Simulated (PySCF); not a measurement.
Species: 4-bromochlorobenzene, C6H4BrCl.
Cartesian coordinates in Å at the PBE0-D3(BJ)/def2-SVP level; atoms count from 1:
```xyz
12
C6H4BrCl angstrom
Cl    -4.098   -0.245    0.016
C     -2.368   -0.267    0.023
C     -1.662    0.935    0.023
C     -0.270    0.916    0.029
C      0.404   -0.304    0.035
Br     2.289   -0.329    0.042
C     -0.301   -1.507    0.035
C     -1.693   -1.488    0.030
H     -2.203    1.882    0.018
H      0.291    1.852    0.028
H      0.235   -2.457    0.040
H     -2.260   -2.420    0.030
```

Level of theory: TDDFT CAM-B3LYP/def2-SVPD, vertical, gas phase, core orbitals frozen in the response in PySCF 2.14.0, density-fitted response routines. The CAM-B3LYP/def2-SVPD calculation is non-relativistic and has no spin–orbit coupling, an omission that weighs most on bromine.

Transition dipole moments from the ground state, in atomic units and in the frame of the coordinates above (overall signs are arbitrary), for the states with f of 0.002 or more among the lowest 6:

```json
{"state": "S1", "E (hartree)": "0.1872", "μx": "-0.005", "μy": "-0.197", "μz": "0.001"}
{"state": "S2", "E (hartree)": "0.2065", "μx": "1.390", "μy": "-0.019", "μz": "0.005"}
{"state": "S4", "E (hartree)": "0.2432", "μx": "0.001", "μy": "-0.001", "μz": "-0.133"}
{"state": "S5", "E (hartree)": "0.2440", "μx": "0.016", "μy": "1.167", "μz": "-0.003"}
{"state": "S6", "E (hartree)": "0.2475", "μx": "-0.007", "μy": "-0.523", "μz": "0.001"}
```

Q: What oscillator strength does each state have?

A: f = (2/3) ΔE |μ|² with ΔE in hartree (27.2114 eV).

```tsv
state	|μ|² (au)	|μ| (D)	f
S1	0.039	0.50	0.005
S2	1.933	3.53	0.266
S4	0.018	0.34	0.003
S5	1.363	2.97	0.222
S6	0.273	1.33	0.045
```

Q: The point group is C2v. Which irreducible representation does each state belong to?

A: The ground state is totally symmetric, so the direction of μ fixes the label. Polarised along the twofold axis, so A1: S2. Polarised across the twofold axis, so B1 or B2: S1, S4, S5 and S6. Which of B1 and B2 hangs on the choice of axes; S1, S5 and S6 take one label and S4 the other.

Q: All atoms lie in one plane. Which transitions are polarised in it and which across it?

A: In the plane: S1, S2, S5 and S6. Perpendicular: S4. In-plane polarisation joins two orbitals of the same parity under reflection in the plane (π with π, or σ with σ, in-plane lone pairs counted as σ); perpendicular polarisation joins orbitals of opposite parity.

Q: Which bond between heavy atoms lies closest to the direction of the S2 transition dipole?

A: C3–C4, C7–C8, C5–Br6 and Cl1–C2, at 0° from it; next C2–C8, C4–C5, C2–C3 and C5–C7 at 60°.

Q: What angle do the transition dipoles of S2 and S6 make?

A: |cos θ| = |μa·μb| / (|μa| |μb|) = 0.00, so θ ≈ 90° (taken between 0 and 90°, since the signs are arbitrary).

Q: What peak molar absorption coefficient would the strongest computed level give as a lone Gaussian band 0.5 eV wide at half height?

A: ε(max) = 2.175×10⁸ f / FWHM, with the width in cm⁻¹. S2: 2.175×10⁸ × 0.2660 / 4033 ≈ 14000 L mol⁻¹ cm⁻¹.
